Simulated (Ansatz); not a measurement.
Basis-set extrapolation for `F[SiH](Cl)O[SiH2]Cl` (PBE0-D4/def2-TZVP geometry, frozen core, Ansatz). Multiplicity 1, RHF reference.

|  | def2-TZVPP | def2-QZVPP |
| --- | --- | --- |
| HF | -1673.339956 | -1673.393522 |
| MP2 correlation | -1.087575 | -1.190146 |
| CCSD(T) correlation | -1.181560 | not run |

Energies in hartree. Use E(X) = E(∞) + A·exp(−7.88·√X) for Hartree–Fock and E(X) = E(∞) + B·X^(−2.97) for correlation, with X = 3 and 4, and add CCSD(T) minus MP2 of the smaller set to the MP2 limit.

**Question.** What is the CCSD(T) energy at the basis-set limit?

**Answer.** HF limit: -1673.393522 + (-0.053566) × 0.13774 = -1673.40090. MP2 limit: -1.190146 + (-0.102571) × 0.74074 = -1.26612. Higher-order term: -1.181560 − (-1.087575) = -0.09398. Total: -1674.76100 hartree, 150.3 kcal/mol below CCSD(T)/def2-TZVPP.
